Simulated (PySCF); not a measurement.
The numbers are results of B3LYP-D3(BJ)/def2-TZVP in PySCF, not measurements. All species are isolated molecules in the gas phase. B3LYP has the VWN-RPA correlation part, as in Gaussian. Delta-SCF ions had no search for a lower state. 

Reference species (SMILES): `B[SiH3]` (neutral, multiplicity 1).

```yaml
vertical ionisation energy (Delta-SCF): 10.82 eV
HOMO: -8.26 eV
```

Changed species: `[SiH3]B[SiH3]` (1 of 3 SiH3 replaced by H; the reference has 2 of 3 SiH3 replaced by H).

### Question
Predict the effect on the vertical ionisation energy (Delta-SCF) and HOMO.

### Answer
the vertical ionisation energy (Delta-SCF) decreases by 0.88 eV, to 9.94 eV; the HOMO rises by 0.46 eV, to -7.80 eV.
